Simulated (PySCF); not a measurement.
**Assigning NMR signals**

Geometry:
```json
{"atom": "C1", "x (Å)": "-2.437", "y (Å)": "-0.484", "z (Å)": "0.310"}
{"atom": "C2", "x (Å)": "-1.449", "y (Å)": "-0.210", "z (Å)": "-0.825"}
{"atom": "C3", "x (Å)": "-0.154", "y (Å)": "0.289", "z (Å)": "-0.249"}
{"atom": "Si4", "x (Å)": "-0.133", "y (Å)": "2.127", "z (Å)": "0.228"}
{"atom": "C5", "x (Å)": "0.904", "y (Å)": "-0.520", "z (Å)": "-0.078"}
{"atom": "Si6", "x (Å)": "2.630", "y (Å)": "-0.009", "z (Å)": "0.533"}
{"atom": "C7", "x (Å)": "0.835", "y (Å)": "-1.925", "z (Å)": "-0.408"}
{"atom": "O8", "x (Å)": "0.062", "y (Å)": "-2.772", "z (Å)": "-0.105"}
{"atom": "Cl9", "x (Å)": "2.275", "y (Å)": "-2.391", "z (Å)": "-1.397"}
{"atom": "H10", "x (Å)": "-3.397", "y (Å)": "-0.795", "z (Å)": "-0.095"}
{"atom": "H11", "x (Å)": "-2.055", "y (Å)": "-1.279", "z (Å)": "0.947"}
{"atom": "H12", "x (Å)": "-2.584", "y (Å)": "0.411", "z (Å)": "0.913"}
{"atom": "H13", "x (Å)": "-1.869", "y (Å)": "0.547", "z (Å)": "-1.492"}
{"atom": "H14", "x (Å)": "-1.306", "y (Å)": "-1.127", "z (Å)": "-1.400"}
{"atom": "H15", "x (Å)": "-0.076", "y (Å)": "2.250", "z (Å)": "1.686"}
{"atom": "H16", "x (Å)": "1.011", "y (Å)": "2.787", "z (Å)": "-0.402"}
{"atom": "H17", "x (Å)": "-1.376", "y (Å)": "2.731", "z (Å)": "-0.260"}
{"atom": "H18", "x (Å)": "3.407", "y (Å)": "0.459", "z (Å)": "-0.612"}
{"atom": "H19", "x (Å)": "3.266", "y (Å)": "-1.145", "z (Å)": "1.196"}
{"atom": "H20", "x (Å)": "2.441", "y (Å)": "1.069", "z (Å)": "1.507"}
```

All values are calculated (PySCF): GFN2-xTB structure, σ from GIAO-PBE0/pcSseg-1. No relativistic terms, a single conformation, isolated molecule, averaged over atoms made equivalent by symmetry, fast rotation or ring inversion.

Scale: $^{13}$C (186.93 ppm), $^{1}$H (31.72 ppm) vs TMS (reference shieldings calculated alike).

Question: Assign these signals to the numbered atoms. $^{13}$C{$^{1}$H} NMR (computed): δ 177.1, 175.6, 148.9, 39.9, 17.1.

Answer: 
| δ (ppm) | atoms | environment | reason |
| --- | --- | --- | --- |
| 177.1 | C7 | carbonyl carbon | – |
| 175.6 | C3 | β carbon of a C=C–C=O unit | conjugation with the carbonyl draws π density from the β position |
| 148.9 | C5 | α carbon of a C=C–C=O unit | as expected for a trigonal carbon in a double bond |
| 39.9 | C2 | allylic sp3 CH2 | saturated and bonded to C and H only |
| 17.1 | C1 | methyl carbon | aliphatic region, no heteroatom directly attached |

C7 and C3 lie closer than the usual error of such a calculation, so a measured spectrum could show them in the other order.

Question: Assign these signals to the numbered atoms. $^{1}$H NMR (300 MHz, computed): δ 4.41 (s, 3H), 4.31 (s, 3H), 2.58 (q, 2H), 1.18 (t, 3H).

Answer: 
```tsv
δ (ppm)	atoms	environment	reason
4.41	H18/H19/H20	hydrogen on a silicon bonded to C	–
4.31	H15/H16/H17	hydrogen on a silicon bonded to C	–
2.58	H13/H14	hydrogen on an allylic sp3 CH2	allylic position
1.18	H10/H11/H12	hydrogen on a methyl carbon	–
```

H18/H19/H20 and H15/H16/H17 lie closer than the usual error of such a calculation, so a measured spectrum could show them in the other order.

Carbons that carry Cl, above all several Cl atoms, come out too deshielded, partly because spin–orbit coupling is missing. Shifts are as computed. Against solution values, carbons near 30 ppm lie about +3 ppm off and those near 130 ppm about +5 ppm; carbons on Cl a further +6 ppm. Of 1211 compounds with measured shifts, 218 miss one by over three times the rms of a fit or turn the order of signals round; such compounds aren't used in these exercises. Multiplicities follow the n + 1 count of equivalent neighbours, as no J values were calculated; m marks all less simple cases, F and P coupling included.
